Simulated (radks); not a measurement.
Task: All-electron atom: Te+ in [Kr] 4d10 5s2 5p3. Method: Dirac Kohn-Sham, PBEsol, spin-unpolarised, spherical densities, finite nucleus; open shells fill j = l - 1/2 first; Fermi nuclear charge, rms radius 4.7423 fm; computed with a radial shooting solver on a logarithmic mesh with Libxc functionals. Some entries of the table are withheld. Estimate them.

orbital  occ.  eigenvalue (Ry)  <r^2> (bohr^2)
1s1/2       2        -2322.361        0.001049
2s1/2       2        -356.5917             (1)
2p1/2       2        -334.2005             (2)
2p3/2       4        -314.0418             (3)
3s1/2       2        -71.46581          0.1187
3p1/2       2        -62.25444          0.1134
3p3/2       4        -58.49770          0.1217
3d3/2       4        -42.22942          0.1030
3d5/2       6        -41.44352          0.1054
4s1/2       2        -12.69786          0.6613
4p1/2       2         -9.53084          0.7332
4p3/2       4         -8.81476          0.7868
4d3/2       4         -3.76188             (4)
4d5/2       6         -3.65372             (5)
5s1/2       2         -1.71348           4.670
5p1/2       2         -1.04490           6.650
5p3/2       1         -0.97632           7.199

Result: 
(1) 2s1/2 <r^2> (bohr^2): 0.01689
(2) 2p1/2 <r^2> (bohr^2): 0.01251
(3) 2p3/2 <r^2> (bohr^2): 0.01380
(4) 4d3/2 <r^2> (bohr^2): 1.094
(5) 4d5/2 <r^2> (bohr^2): 1.122
